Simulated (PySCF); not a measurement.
C₆H₇O₂ (charge -1).
Structure used (GFN2-xTB), in Å, numbered top down from 1:
```xyz
15
C6H7O2 angstrom
C     -1.9977    0.5890   -0.1850
C     -1.1322   -0.6031    0.2428
C      0.3272   -0.3427    0.0625
C      1.1577    0.4855    0.8507
C      2.4022    0.4458    0.3124
O      2.4197   -0.3678   -0.7921
C      1.1233   -0.8676   -0.9629
O      0.8733   -1.6433   -1.9031
H     -1.8160    0.8159   -1.2331
H     -3.0610    0.3769   -0.0511
H     -1.7432    1.4702    0.4029
H     -1.3951   -1.4714   -0.3676
H     -1.3580   -0.8397    1.2927
H      0.8646    1.0452    1.7251
H      3.3308    0.9150    0.5838
```

The geometry is computed with GFN2-xTB (gas phase).

Masses are those of the commonest isotopes; rigid-rotor values at the optimised geometry. The values belong to one conformer with, in the numbering `[CH3:1][CH2:2][c:3]1[cH:4][cH:5][o:6][c:7]1[O-:8]`, C1–C2–C3–C4 74°.

Task: What are A, B and C (MHz)?

Result: Ia = 147.28, Ib = 280.13, Ic = 393.33 u·Å²; 505379 MHz·u·Å²/I gives A = 3431, B = 1804, C = 1285 MHz.

Task: What kind of rotor is it?

Result: An asymmetric top. Ray's parameter κ = (2B − A − C)/(A − C) = -0.516; −1 is the prolate and +1 the oblate limit.

Task: What does the inertial defect say?

Result: Not planar: Δ = Ic − Ia − Ib = -34.08 u·Å². For a rigid frame Δ = −2 Σ m c², so Σ m c² = 17.04 u·Å² lies off the ab plane: 6.11 from hydrogen and 10.94 from heavier atoms. The atom farthest from that plane is 1.47 Å away.

No GFN2-xTB frequencies stand behind this structure, so it isn't proved a minimum. Zero-point vibration and centrifugal distortion are left out.
